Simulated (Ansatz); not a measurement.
A made-up structure of LiGaH$_{2}$, singlet:

Li1  (0.126, -0.047, 0.075)
Ga2  (-1.951, 0.742, -1.167)
H3  (0.679, -1.536, 0.153)
H4  (1.126, 0.849, 0.927)
(Å)

It is relaxed with PBE-D4/def2-SVP and then PBE0-D4/def2-TZVP (Ansatz 0.2.0). Atoms count as bonded within 1.22 times the sum of their covalent radii (H–H: 0.88 Å). The end point is not checked to be a true minimum.

Q: Does its bonding change? (A judgement: the text doesn't fix the answer.)

A: By the calculation: Yes. Formed: Ga2–H3, Ga2–H4; broken: none.

Where it ends: The first stage lowers the energy by 3.96 eV in 12 steps. It ends as LiGaH₂ ([H]1[Li]2[H][Ga]12):
```csv
atom,x (Å),y (Å),z (Å)
Li1,1.0405,-0.3967,0.6221
Ga2,-1.1159,0.4255,-0.6672
H3,-0.1824,-1.1339,-0.3477
H4,0.2384,1.1126,0.3812
```

Labels in which every atom is bracketed show which atoms are joined, not bond orders.

For scale, one of the runs: PBE0-D4/def2-TZVP relaxation, 74 basis functions, launched by `ansatz run in.yaml --threads 2 --pin off --events-out ev --progress --plain --max-ram 4352MiB`. The run took about 3.7 s on 2 CPU threads of an Arm Neoverse V2 (shared host).
